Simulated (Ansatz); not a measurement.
Coupled-cluster diagnostics for In(NH3)F3 (InNF₃H₃), Ansatz.

Geometry of the singlet (PBE0-D4/def2-SVP):

```xyz
8

In   -0.5655   -0.0430    1.0376
N     0.5260    0.0404   -0.9657
H     0.5073    0.9883   -1.3442
H     0.0831   -0.5856   -1.6396
H     1.5002   -0.2434   -0.8529
F    -1.9186   -1.3613    0.5266
F    -1.0851    1.8420    1.1179
F     0.9525   -0.6375    2.1203
```

In the def2 sets In takes a core potential; there is no spin–orbit coupling. Correlated methods freeze 8 core orbitals; core or outer-core shells of In are correlated, in sets that lack core-valence functions.

(1) Estimate the CCSD(T) correlation energy, the shares of MP2 and (T), T1 and the reference's ⟨S²⟩ for: charge 0, singlet, own geometry in def2-TZVP; and the rough time on 4 threads of Arm Neoverse N1 on a shared host.

Results:

(1) 
```csv
state,basis,correlation (eV),MP2 share (%),(T) share (%),T1,⟨S²⟩ (pure),wall time
"charge 0, singlet, own geometry",def2-TZVP,-35.325,97.1,2.9,0.015,0.00 (0.00),3.1 min
```
Customary marks for T1 are 0.02 (closed shells), 0.045 (open shells) and about 0.05 (3d metals). T1 stays under 0.02 throughout.
